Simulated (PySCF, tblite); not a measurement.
C₄H₉FO₂Si₂.
Geometry (GFN2-xTB, Å), atoms numbered from 1 in this order:
```
atom  x, y, z in Å
C1     1.999   -1.254    0.120
O2     0.847   -0.849   -0.591
C3     0.824    0.511   -0.924
C4    -0.247    0.683   -1.966
C5    -1.487    0.297   -1.698
F6    -2.435    0.464   -2.654
Si7   -2.040   -0.342    0.007
Si8   -0.562    0.878    1.301
O9     0.586    1.297    0.202
H10    2.888   -1.176   -0.516
H11    2.146   -0.649    1.018
H12    1.836   -2.293    0.398
H13    1.802    0.826   -1.324
H14    0.039    1.103   -2.919
H15   -3.468   -0.007    0.097
H16   -1.912   -1.803   -0.009
H17    0.072    0.112    2.386
H18   -0.898    2.209    1.796
```

The calculation used PBE0/pcSseg-1 in PySCF (dipole) on a GFN2-xTB geometry, gas phase.

Take the most abundant isotopes and a rigid rotor. The values belong to one conformer with, in the numbering `[CH3:1][O:2][C@H:3]1[CH:4]=[C:5]([F:6])[SiH2:7][SiH2:8][O:9]1`, C1–O2–C3–C4 165°, O2–C3–C4–C5 57°, C4–C5–Si7–Si8 30°, C5–Si7–Si8–O9 -19°, Si7–Si8–O9–C3 -27°.

Question: What are A, B and C (MHz)?

Answer: Ia = 311.91, Ib = 496.09, Ic = 610.84 u·Å²; 505379 MHz·u·Å²/I gives A = 1620, B = 1019, C = 827.4 MHz.

Question: What kind of rotor is it?

Answer: An asymmetric top. Ray's parameter κ = (2B − A − C)/(A − C) = -0.517; −1 is the prolate and +1 the oblate limit.

Question: Is it planar, by Δ = Ic − Ia − Ib?

Answer: Not planar: Δ = Ic − Ia − Ib = -197.15 u·Å². For a rigid frame Δ = −2 Σ m c², so Σ m c² = 98.58 u·Å² lies off the ab plane: 16.69 from hydrogen and 81.88 from heavier atoms. The atom farthest from that plane is 2.28 Å away.

Question: List the rotational levels J(Ka,Kc) to J = 3 (MHz).

Answer: Above 0(0,0):
J = 1: 1(0,1) 1846, 1(1,1) 2448, 1(1,0) 2639
J = 2: 2(0,2) 5499, 2(1,2) 5948, 2(1,1) 6523, 2(2,1) 8327, 2(2,0) 8366
J = 3: 3(0,3) 10892, 3(1,3) 11177, 3(1,2) 12321, 3(2,2) 13865, 3(2,1) 14050, 3(3,1) 17374, 3(3,0) 17379

Question: Which lines would a microwave search look for?

Answer: The dipole components are |μa| = 2.39 D, |μb| = 0.03 D, |μc| = 0.64 D. The squared components, which scale the intensities, stand as 1.00 : 0.00 : 0.07 (a : b : c). Some lines, for components of 0.1 D or more:

```csv
type,branch,"J(Ka,Kc)",MHz,lower level (cm⁻¹)
c,Q,"2(1,2) ← 2(0,2)",449,0.183
a,Q,"2(1,1) ← 2(1,2)",574,0.198
a,Q,"5(2,3) ← 5(2,4)",1024,1.013
a,Q,"3(1,2) ← 3(1,3)",1143,0.373
c,Q,"3(2,2) ← 3(1,2)",1545,0.411
a,Q,"4(1,3) ← 4(1,4)",1879,0.604
a,Q,"5(1,4) ← 5(1,5)",2739,0.892
c,Q,"4(4,1) ← 4(3,1)",4790,0.829
c,R,"2(2,1) ← 1(1,1)",5880,0.082
c,Q,"5(5,1) ← 5(4,1)",6191,1.300
c,R,"3(1,2) ← 2(0,2)",6821,0.183
a,R,"4(1,4) ← 3(1,3)",6937,0.373
a,R,"4(2,3) ← 3(2,2)",7354,0.463
a,R,"5(1,5) ← 4(1,4)",8626,0.604
a,R,"5(2,3) ← 4(2,2)",9665,0.725
c,R,"4(2,3) ← 3(1,3)",10042,0.373
c,R,"5(4,2) ← 4(3,2)",14141,0.828
```

Question: Estimate the classical rotational partition function at 50 K, 100 K and 298.15 K.

Answer: Point group C1, symmetry number σ = 1; q = (√π/σ)·√((kT/h)³/(ABC)), k/h = 20836.6 MHz/K: 51000 at 50 K, 144000 at 100 K, 743000 at 298.15 K.

Its GFN2-xTB frequencies are all real (lowest 49 cm⁻¹). Constants of a rigid frame at the computed geometry: no zero-point averaging, no centrifugal distortion. A rigid rotor knows nothing of internal rotation, which can split or shift real lines.

Time: 94 s wall (with the writing of density and orbital grids); peak memory 1.0 GiB. Hardware: one thread of an Arm Neoverse N1, shared host. This is the PBE0/pcSseg-1 job that gave the dipole, with the shieldings it also computed.
